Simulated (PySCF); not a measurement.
2-bromoselenophene, C4H3BrSe, SMILES Brc1ccc[se]1, point group Cs.

Level: B3LYP/pcSseg-1 in PySCF (density fitting, grid level 2); geometry and Hessian at that level, cubic constants and property derivatives from steps of ±0.6 along each species' dimensionless normal coordinates, second-order vibrational perturbation theory. The parent has the commonest isotopes.

Equilibrium geometry (Å):

```json
{"atom": "Br1", "x": "3.1616", "y": "0.3425", "z": "0.0473"}
{"atom": "C2", "x": "1.2778", "y": "0.3054", "z": "0.0077"}
{"atom": "C3", "x": "0.4967", "y": "-0.8089", "z": "0.0244"}
{"atom": "C4", "x": "-0.9088", "y": "-0.5386", "z": "-0.0147"}
{"atom": "C5", "x": "-1.2498", "y": "0.7776", "z": "-0.0624"}
{"atom": "Se6", "x": "0.2619", "y": "1.8873", "z": "-0.0631"}
{"atom": "H7", "x": "0.9102", "y": "-1.8112", "z": "0.0640"}
{"atom": "H8", "x": "-1.6503", "y": "-1.3325", "z": "-0.0068"}
{"atom": "H9", "x": "-2.2451", "y": "1.2023", "z": "-0.0971"}
```

**Question.** Give the equilibrium and ground-state rotational constants (MHz) of parent; ²H at 7.

**Answer.** 
```
species      Ae      Be      Ce      A0     B0      C0  Δ0 (u Å²)  harmonic ZPE (cm⁻¹)
 parent  3333.3  915.55  718.26  3315.8  912.4  715.29      0.217                12166
²H at 7  3187.2  915.34  711.12  3170.7  912.1  708.12      0.218                11461
```

Δ0 = Ic − Ia − Ib from the ground-state constants.

**Question.** How is the parent's vibrational correction B0 − Be made up?

**Answer.** 
```
axis  harmonic  Coriolis  cubic  total (MHz)
   a      2.99     -1.39  -19.1        -17.5
   b     0.578    -0.132   -3.6        -3.15
   c     0.176    -0.046   -3.1        -2.97
```

**Question.** And its quartic centrifugal distortion constants from the harmonic force field?

**Answer.** Asymmetric top, A reduction, Ir representation: ΔJ = 0.0433 kHz, ΔJK = 0.246 kHz, ΔK = 0.35 kHz, δJ = 0.00969 kHz, δK = 0.215 kHz.

**Question.** Which nuclear quadrupole couplings χaa, χbb, χcc (MHz) does the parent show, at equilibrium and averaged?

**Answer.** 79Br at 1: 558.7, -255.3, -303.4 and 555.2, -254.0, -301.2.

A mode lies under 250 cm⁻¹, where this perturbation treatment is rough.
